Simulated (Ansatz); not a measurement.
System: C2H7O2Si, net charge -1, singlet state. It need not be the lowest isomer of its formula. Whether it binds its extra electron was not tested at this geometry. 
Geometry from a B3LYP-D3(BJ)/def2-TZVP (Ansatz, a quantum-chemistry and plane-wave program) optimisation:
```xyz
12

Si     0.1280    -0.0341    -0.0158
C      1.5723    -1.0135     0.1014
C     -1.3196    -0.9245    -0.8676
O     -0.5174     0.4899     1.4932
O      0.2185     1.5022    -0.7503
H      2.5595    -0.5999     0.2917
H      1.5807    -2.0264    -0.2929
H     -1.1769    -0.9633    -1.9506
H     -2.2647    -0.4103    -0.6663
H     -1.4096    -1.9510    -0.5001
H     -0.0431    -0.0341     2.1473
H     -0.1628     2.1538    -0.1546
```
Charge -1, spin multiplicity 1.

Total electronic energies in hartree. Valence correlation only, unless marked. Spin-orbit coupling is left out. No relativistic terms. CBS marks a two-point X^-3 extrapolation of the correlation energy; Hartree-Fock from the larger set. The bracket is a focal-point correction in the basis named.

```json
[
 {"level": "RI-HF/cc-pV(T+d)Z", "program": "Ansatz", "energy (Eh)": "-518.64616"},
 {"level": "SVWN5/def2-TZVPD", "program": "Ansatz", "energy (Eh)": "-517.60636"},
 {"level": "revPBE-D4/def2-TZVPD", "program": "Ansatz + dftd4", "energy (Eh)": "-520.47323"},
 {"level": "PBE0-D3(BJ)/def2-TZVPD", "program": "Ansatz + dftd3", "energy (Eh)": "[?]"},
 {"level": "PBE0-D4/def2-TZVP", "program": "Ansatz + dftd4", "energy (Eh)": "-520.19962"},
 {"level": "PBE0/def2-QZVPP", "program": "Ansatz", "energy (Eh)": "-520.22298"},
 {"level": "BHLYP-D3(BJ)/def2-TZVPD", "program": "Ansatz + dftd3", "energy (Eh)": "-520.46463"},
 {"level": "B2GP-PLYP-D4/def2-TZVPD", "program": "Ansatz + dftd4", "energy (Eh)": "-520.20763"},
 {"level": "B2PLYP-D3(BJ)/def2-TZVPD", "program": "Ansatz + dftd3", "energy (Eh)": "[?]"},
 {"level": "MP2/6-31G", "program": "Ansatz", "energy (Eh)": "-518.83804"},
 {"level": "MP2/6-31G*", "program": "Ansatz", "energy (Eh)": "-519.20074"},
 {"level": "CCSD/STO-3G", "program": "Ansatz", "energy (Eh)": "-512.23706"},
 {"level": "CCSD(T)/6-31G*", "program": "Ansatz", "energy (Eh)": "-519.26086"},
 {"level": "CCSD(T)/cc-pV(T+d)Z", "program": "Ansatz", "energy (Eh)": "-519.69753"},
 {"level": "RI-MP2/CBS(aug-cc-pV(T+d)Z,aug-cc-pV(Q+d)Z)+[CCSD(T)-MP2]/aug-cc-pV(D+d)Z", "program": "Ansatz", "energy (Eh)": "-519.8569"}
]
```

Q: What belongs in the gaps?

A: 
- PBE0-D3(BJ)/def2-TZVPD, energy (Eh): -520.20588
- B2PLYP-D3(BJ)/def2-TZVPD, energy (Eh): -520.29437
